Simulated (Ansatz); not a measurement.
SiH₄S₂O₂, closed shell: a relaxation.

The input file, in.yaml:

```yaml
crystal:
  periodic: [false, false, false]
  atoms:
    - {symbol: Si, position_ang: [-0.388877, 0.203557, -0.241056]}
    - {symbol: S, position_ang: [1.523951, -0.946731, 0.590474]}
    - {symbol: S, position_ang: [0.182363, 0.027424, -2.152855]}
    - {symbol: H, position_ang: [1.400274, -0.821408, -0.885570]}
    - {symbol: O, position_ang: [-0.360815, 1.619587, 0.557835]}
    - {symbol: O, position_ang: [-1.647353, -0.639226, 0.371958]}
    - {symbol: H, position_ang: [2.243991, 0.186360, 0.659818]}
    - {symbol: H, position_ang: [-0.958764, 1.692776, 1.305971]}
    - {symbol: H, position_ang: [-1.994970, -1.322341, -0.206476]}
basis:
  gaussian: {orbitals: def2-TZVP}
hamiltonian: {xc: {name: revPBE}, dispersion: d4}
relax: {f_tol: 0.03, max_steps: 60, escape_saddle: true}
```

Launched with

```bash
ansatz run in.yaml --threads 4 --pin off --events-out ev --progress --plain --max-ram 9574MiB
```

Output of Ansatz 0.2.0:

```
Error: invalid value for `relax.escape_saddle`: a Gaussian basis doesn't support `true`; leave it out, and run phonons on the result
```

The run took about 0.05 s on 4 CPU threads of an Arm Neoverse V1 (shared host).


The program refused the input.